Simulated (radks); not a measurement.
Task: All-electron atom: Ru II in [Kr] 4d6 7f1 (not the ground configuration). Method: Dirac Kohn-Sham, PBEsol, spin-unpolarised, spherical densities, finite nucleus; open shells fill j = l - 1/2 first; Fermi nuclear charge, rms radius 4.4809 fm; computed with a radial shooting solver on a logarithmic mesh with Libxc functionals. Some entries of the table are withheld. Estimate them.

| orbital | occ. | eigenvalue (hartree) | <1/r> (bohr^-1) |
|---|---|---|---|
| 1s1/2 | 2 | -805.9531 | 45.86 |
| 2s1/2 | 2 | -116.4574 | 10.49 |
| 2p1/2 | 2 | -107.6818 | 10.47 |
| 2p3/2 | 4 | -102.8749 | 9.918 |
| 3s1/2 | 2 | -21.07204 | 3.623 |
| 3p1/2 | 2 | -17.66746 | 3.525 |
| 3p3/2 | 4 | -16.85165 | 3.392 |
| 3d3/2 | 4 | (1) | 3.215 |
| 3d5/2 | 6 | (2) | 3.181 |
| 4s1/2 | 2 | (3) | (4) |
| 4p1/2 | 2 | -2.47444 | 1.234 |
| 4p3/2 | 4 | -2.34831 | 1.194 |
| 4d3/2 | 4 | (5) | (6) |
| 4d5/2 | 2 | (7) | (8) |
| 7f5/2 | 1 | -0.03710 | (9) |
| 7f7/2 | 0 | -0.03710 | (10) |

Result: 
(1) 3d3/2 eigenvalue (hartree): -10.81934
(2) 3d5/2 eigenvalue (hartree): -10.66033
(3) 4s1/2 eigenvalue (hartree): -3.49170
(4) 4s1/2 <1/r> (bohr^-1): 1.355
(5) 4d3/2 eigenvalue (hartree): -0.84617
(6) 4d3/2 <1/r> (bohr^-1): 0.8793
(7) 4d5/2 eigenvalue (hartree): -0.83246
(8) 4d5/2 <1/r> (bohr^-1): 0.8694
(9) 7f5/2 <1/r> (bohr^-1): 0.04756
(10) 7f7/2 <1/r> (bohr^-1): 0.04757
